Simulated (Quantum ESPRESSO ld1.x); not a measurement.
Problem. The aim is neutral carbon in [He] 2s2 2p2. What will ld1.x (Quantum ESPRESSO 7.5) do with this input?

```
 &input
    zed=6.0,
    iswitch=1,
    rel=2,
    dft='PZ',
    config='[He] 2s2 2p2 3p2',
    lsmall=.true.,
    prefix='ld1',
    max_out_wfc=37,
    file_charge='ld1.rho',
 /
```

Solution. Spurious. The string holds 8 electrons for Z = 6, so the species has charge -2 and is not the one meant. The equations of the added shell fail (the log warns of at least one error in the KS equations), so the printed solution is spurious even though the residual is small.

Output (excerpt):

```
     Program LD1 v.7.5 starts

 state nlj           3           1  0.50000000000000000       not converged   [35 such lines]
 state nlj           3           1   1.5000000000000000       not converged   [35 such lines]
 classical turning point too close to mesh           3           1           1
 classical turning point too close to mesh           3           1          -2
     Message from routine scf:
     warning: at least one error in KS equations
     --------------------------- All-electron run ----------------------------

     dirac relativistic calculation

     atomic number is  6.00
     dft =PZ   lsd =0 sic =0 latt =0  beta=0.20 tr2=1.0E-14
     Exchange-correlation= PZ
                           (   1   1   0   0   0   0   0)
     mesh =1801 r(mesh) = 100.30751 a.u. xmin = -8.00 dx = 0.00800
     1 Ry =  13.60569312 eV, c = 137.03599908

     n l j   nl                  e(Ry)          e(Ha)          e(eV)
     Spin orbit split results
     1 0 0.5 1S 1( 2.00)       -19.9033        -9.9516      -270.7975
     2 0 0.5 2S 1( 2.00)        -1.0025        -0.5013       -13.6398
     2 1 0.5 2P 1( 2.00)        -0.3985        -0.1993        -5.4222
     2 1 1.5 2P 1( 0.00)        -0.3979        -0.1989        -5.4133
     3 1 0.5 3P 1( 2.00)        -0.2666        -0.1333        -3.6278
     3 1 1.5 3P 1( 0.00)        -0.2666        -0.1333        -3.6276
     Averaged results
     1 0     1S 1( 2.00)       -19.9033        -9.9516      -270.7975
     2 0     2S 1( 2.00)        -1.0025        -0.5013       -13.6398
     2 1     2P 1( 2.00)        -0.3981        -0.1990        -5.4163
     3 1     3P 1( 2.00)        -0.2666        -0.1333        -3.6277

     final scf error:  4.7E-15 reached in  38 iterations

     Etot =     -75.415124 Ry,     -37.707562 Ha,   -1026.075037 eV

     Ekin =      73.942168 Ry,      36.971084 Ha,    1006.034448 eV
     Encl =    -175.166805 Ry,     -87.583403 Ha,   -2383.265801 eV
     Eh   =      35.268654 Ry,      17.634327 Ha,     479.854488 eV
     Exc  =      -9.459141 Ry,      -4.729571 Ha,    -128.698172 eV
```

Run on one thread of a shared host, so times are rough (Intel(R) Xeon(R) Processor @ 2.60GHz): 0.94 s of CPU time, 2.1 s wall, 38 iterations on 1801 mesh points.
